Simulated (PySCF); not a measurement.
# Name the molecule from its bond curve

A diatomic of charge 0 contains Ga. Its singlet curve at r²SCAN in a double-zeta basis (scalar-relativistic core potentials, PySCF), in eV from the separated fragments:

(R (Å), E (eV)): (1.457, -2.524), (1.525, -2.700), (1.592, -2.799), (1.643, -2.834), (1.694, -2.842), (1.745, -2.828), (1.813, -2.781), (1.897, -2.689), (1.999, -2.543), (2.134, -2.312)

The fit gives ωe = 1560 cm⁻¹ and the rotational constant Bₑ = 5.975 cm⁻¹.

Which atom is the partner?

The minimum lies at 1.685 Å, so the reduced mass is 16.8576 u Å² cm⁻¹/(Bₑ·Re²) = 0.9937 u. With Ga at 68.93 u the partner weighs about 1.0 u: H. The molecule is GaH.
